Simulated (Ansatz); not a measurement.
## Relative stability

The two ends of one reaction step of InH₅SO₂, closed shell (PBE0-D4/def2-TZVP).

A:

```json
{"atom": "In1", "x (Å)": "0.5950", "y (Å)": "0.1067", "z (Å)": "0.0769"}
{"atom": "S2", "x (Å)": "0.6828", "y (Å)": "2.4172", "z (Å)": "-0.4115"}
{"atom": "O3", "x (Å)": "0.2625", "y (Å)": "-0.6828", "z (Å)": "1.8622"}
{"atom": "O4", "x (Å)": "0.9250", "y (Å)": "-1.2136", "z (Å)": "-1.3524"}
{"atom": "H5", "x (Å)": "-2.3215", "y (Å)": "-0.1797", "z (Å)": "-0.3438"}
{"atom": "H6", "x (Å)": "-2.1865", "y (Å)": "-0.4834", "z (Å)": "0.3281"}
{"atom": "H7", "x (Å)": "0.9861", "y (Å)": "2.1816", "z (Å)": "-1.7001"}
{"atom": "H8", "x (Å)": "0.1777", "y (Å)": "-0.0312", "z (Å)": "2.5621"}
{"atom": "H9", "x (Å)": "0.8787", "y (Å)": "-2.1147", "z (Å)": "-1.0215"}
```

B:

```xyz
9
angstrom
In -0.5017 -0.6478 0.3678
S -0.0858 2.0245 -0.4794
O 0.7837 -0.7493 1.8875
O 0.6453 -0.9275 -1.2690
H -1.1286 2.0384 -1.3267
H -2.1938 -0.8139 0.3849
H 0.6250 1.1832 -1.2786
H 0.3694 -0.7773 2.7519
H 1.4864 -1.3302 -1.0386
```

Computed with Ansatz 0.2.0 (basis: def2-TZVPP); correlated methods freeze the cores. Filled d shells of the heavier atoms are correlated. Core potentials replace the inner electrons of the atoms past krypton. The def2 sets are not built for correlating such inner shells, so the correlated values are less sure here. B3LYP uses VWN-RPA correlation.

(1) Which structure is lower at CCSD(T), and by how much? (Judge from chemistry; the value comes from the calculation.)

(2) Do the other methods give the same order? (Judge from chemistry; the calculation decides.)

No T1 diagnostic of these runs exceeds 0.016.

## Answers

(1) The calculation gives: A, by 6.29 kcal/mol (electronic energy, against the other). By their contacts, A is a complex of InH₃SO₂ ([OH][In]([OH])[SH]) + H₂ and B is InH₅SO₂ ([OH][InH]([OH])[SH2]).

(2) Computed: Not all: SPW92 gives the other order.

| method | E(B) − E(A) (kcal/mol) |
| --- | --- |
| SPW92 | -0.43 |
| PBE-D4 | 5.66 |
| BLYP-D4 | 6.61 |
| r2SCAN-D4 | 5.65 |
| B97M-V | 4.12 |
| PBE0-D4 | 5.32 |
| B3LYP-D4 | 5.97 |
| r2SCAN0-D4 | 5.33 |
| BHLYP-D4 | 5.54 |
| CAM-B3LYP-D4 | 4.41 |
| wB97X-V | 5.37 |
| wB97M-V | 5.23 |
| B2PLYP | 7.02 |
| PBE-QIDH | 6.09 |
| RPA on PBE | 6.26 |
| HF | 8.09 |
| MP2 | 7.76 |
| CCSD | 5.99 |
| CCSD(T) | 6.29 |

Labels in which every atom is bracketed show which atoms are joined, not bond orders.

For scale, one of the runs: CCSD(T)/def2-TZVPP, 224 basis functions, launched by `ansatz run in.yaml --threads 4 --pin off --events-out ev --progress --plain --max-ram 9574MiB`. Hardware: 4 CPU threads of an Arm Neoverse V2, shared host. Wall time 2.6 min; peak host memory 4 GiB.
